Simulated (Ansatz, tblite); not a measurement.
Removing and adding an electron: Ga3N3 (the lowest singlet isomer of a short search). Total charge 0; singlet. Geometry: B3LYP-D4/def2-SVP. Ansatz, gas phase; energy differences of separate SCF runs; the oxidised species was run as a doublet alone; the reduced species was run as a doublet alone.

```xyz
6

Ga    0.8253   -0.2420    1.2324
Ga    0.4047   -0.6181   -1.3085
Ga   -1.2301    0.8601    0.0762
N     1.6632   -1.1631   -0.1031
N    -1.1160    0.3271   -1.6665
N    -0.5471    0.8360    1.7694
```

The xTB rows come from tblite. Correlated methods freeze 30 core orbitals; core or outer-core shells of Ga are correlated, in sets that lack core-valence functions. The rows differ in basis, and correlated rows in double-zeta sets carry the largest basis error. In CCSD on the charge 1 doublet the largest single amplitude is 0.24, so its Hartree–Fock determinant may place the open shell otherwise than the density functionals do. The structure comes from a short search, and lower isomers may exist.

| level | −HOMO (eV) | vertical IE (eV) | −LUMO (eV) | vertical EA (eV) | HOMO–LUMO gap (eV) | IE − EA (eV) | remarks |
| --- | --- | --- | --- | --- | --- | --- | --- |
| GFN1-xTB | 9.77 | 12.53 | 7.29 | 4.80 | 2.48 | 7.73 | – |
| GFN2-xTB | 11.00 | 14.07 | 9.84 | 6.97 | 1.16 | 7.10 | – |
| PBE-QIDH/def2-TZVPD | – | – | – | 2.54 | – | – | – |
| CCSD/def2-SVP | – | 8.27 | – | – | – | – | large T1 (0.023) (singlet), spin-contaminated (⟨S²⟩ 1.26) (+1 doublet) |
| CCSD(T)/def2-SVP | – | 8.36 | – | – | – | – | large T1 (0.023) (singlet), spin-contaminated (⟨S²⟩ 1.26) (+1 doublet) |

Problem. Estimate the rows for PBE-D4/def2-TZVPD, PBE0-D4/def2-TZVP, PBE0-D4/def2-TZVPD, PBE-QIDH/def2-TZVP.

Solution. 
| level | −HOMO (eV) | vertical IE (eV) | −LUMO (eV) | vertical EA (eV) | HOMO–LUMO gap (eV) | IE − EA (eV) |
| --- | --- | --- | --- | --- | --- | --- |
| PBE-D4/def2-TZVPD | 5.79 | – | 4.90 | 2.70 | 0.89 | – |
| PBE0-D4/def2-TZVP | 6.87 | 8.50 | 4.05 | – | 2.82 | – |
| PBE0-D4/def2-TZVPD | 6.90 | – | 4.08 | 2.57 | 2.82 | – |
| PBE-QIDH/def2-TZVP | – | 8.71 | – | – | – | – |

Run but left out: HF/def2-SVP, MP2/def2-SVP (charge +1 doublet: ⟨S²⟩ 1.26, where a pure state has 0.75); PBE-D4/def2-TZVP (charge +1 doublet: an occupied level 0.13 eV above an empty one).   Raw xTB energy differences between charge states are shifted by several eV; the methods need an empirical correction for them.
